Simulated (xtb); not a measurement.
TiOF2, SMILES [O]=[Ti]([F])[F], multiplicity 1. All values are semi-empirical tight-binding results from xtb (GFN2-xTB unless named), good for trends rather than for accurate numbers. The structure is a stationary point at GFN2-xTB. The spin state was assumed, not searched.

Optimised geometry:

```xyz
4

Ti     0.2550     0.0565     0.0000
O     -0.2470     1.5722     0.0000
F     -0.2019    -0.7678     1.4412
F     -0.2019    -0.7678    -1.4412
```
Charge 0, spin multiplicity 1.

For metal compounds this method's bond lengths and energies can be far off.

Computed properties:
```json
{
 "point_group_as_xtb_finds_it": "Cs",
 "orbital_gap": "2.36 eV",
 "zero_point_energy": "3.8 kcal/mol",
 "G − E(el) at 298.15 K (modified RRHO)": "-14.1 kcal/mol"
}
```

Computed atomic charges and the Wiberg bond orders between heavy atoms:
charges (e) Ti1 1.24, O2 -0.52, F3 -0.36, F4 -0.36. Bond orders Ti1–O2 2.19, Ti1–F3 0.99, Ti1–F4 0.99.
